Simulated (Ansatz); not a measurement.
`C#C[SiH2]C#N` → 3 C• + 3 H• + N• + Si•  (atomization)

Gas-phase electronic energies from Ansatz, PBE0-D4/def2-TZVP geometries. CCSD(T)/CBS adds triple-zeta CCSD(T) − MP2 to the extrapolated MP2 energy (def2 sets, frozen cores). This one scheme is used for every species, atoms too. DFT in def2-TZVPP. B3LYP here is the variant with VWN-RPA as its local correlation; programs differ in this. HSE06 is defined as in plane-wave codes. No spin–orbit coupling; open shells (•) take unrestricted orbitals. Spin–orbit coupling would lower the free atoms: a little for C, Si.

`C#C[SiH2]C#N`:

```xyz
8

C    -1.028    0.874    1.823
C    -0.310    0.399    0.980
Si    0.784   -0.315   -0.274
C    -0.182   -0.525   -1.837
N    -0.769   -0.662   -2.818
H    -1.665    1.294    2.567
H     1.913    0.590   -0.574
H     1.257   -1.655    0.132
```

| level | ΔE (kcal/mol) | difference from CCSD(T)/CBS |
| --- | --- | --- |
| PBE0-D4 | 830.6 | 2.0 |
| B3LYP-D4 | 830.6 | 2.0 |
| HSE06-D4 | 831.4 | 2.8 |
| CAM-B3LYP-D4 | 830.7 | 2.1 |
| B2PLYP | 826.4 | -2.2 |
| r2SCAN | 826.3 | -2.3 |
| CAM-B3LYP | 827.4 | -1.2 |
| CCSD/def2-SVP | 768.2 | -60.4 |
| CCSD(T)/def2-SVP | 782.5 | -46.1 |
| MP2/def2-QZVPP | 845.9 | 17.3 |
| CCSD(T)/CBS | 828.6 | 0 |

Largest T1 diagnostic among the species: 0.014.

From BLYP to BHLYP (50 % exact exchange), in def2-TZVPP and without D4, ΔE moves by −38.2 kcal/mol: exact exchange takes away binding that semilocal exchange gives to molecules. Leaving LDA and LC-ωPBE aside and taking each functional with its dispersion term where it has one, the values, not all of them listed here, spread over 59.4 kcal/mol, from BHLYP-D4 to PBE-D4. LDA lies +96.7 kcal/mol from PBE without D4, its usual overbinding. In def2-TZVPP, CCSD(T) changes the Hartree–Fock value by +222.8 kcal/mol (the triples alone add +18.6 kcal/mol) and MP2 by +250.0 kcal/mol; breaking electron pairs costs correlation energy, which Hartree–Fock lacks.

For atomizations the MP2-based limit and the directly extrapolated one differ by several kJ/mol either way, and by 10 to 25 for some Ge, Se and Sn compounds, so smaller differences from it don't rank the levels.
